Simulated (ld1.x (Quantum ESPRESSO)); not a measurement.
Configuration tests for vanadium (V) (TM)

```
Element                 : vanadium
Generator               : ld1.x (Quantum ESPRESSO) 7.5
Type                    : norm-conserving Troullier–Martins (Kleinman–Bylander form)
Functional              : revPBE
Relativity              : non-relativistic
Frozen core             : [Ne] 3s2
Valence charge          : 11
Reference configuration : 3p6 3d3 4s1.5 4p0 (charge +0.5)
Partial waves           : 3p (bound): rc 0.85 bohr; 3d (bound): rc 1.10 bohr; 4s (bound): rc 2.50 bohr
Local potential         : the s channel
Core correction         : Bessel-smoothed model core inside 0.55 bohr
```

Energies are relative to the spin-unpolarised reference configuration 3p6 3d3 4s1.5 4p0; without spin polarisation the order of configurations can differ from experiment. Not all tests gave a result: 2 of 7 tests not solved or not reliable.

```
valence configuration  charge  ΔE all-electron (eV)  error AE − PS (meV)
      3p6 3d3 4s2 4p0       0                -3.030                 -1.0
      3p6 3d3 4s1 4p0      +1                 4.554                 -1.8
      3p6 3d3 4s0 4p0      +2                18.580                  -27
      3p6 3d4 4s1 4p0       0                -2.634                 -150
      3p6 3d3 4s1 4p1       0                 0.217                 -548
```

Levels in the configuration 3p6 3d3 4s1 4p0:

| level | all-electron (eV) | pseudo (eV) |
| --- | --- | --- |
| 3p | -51.461 | -51.416 |
| 3d | -12.710 | -12.679 |
| 4s | -10.686 | -10.695 |
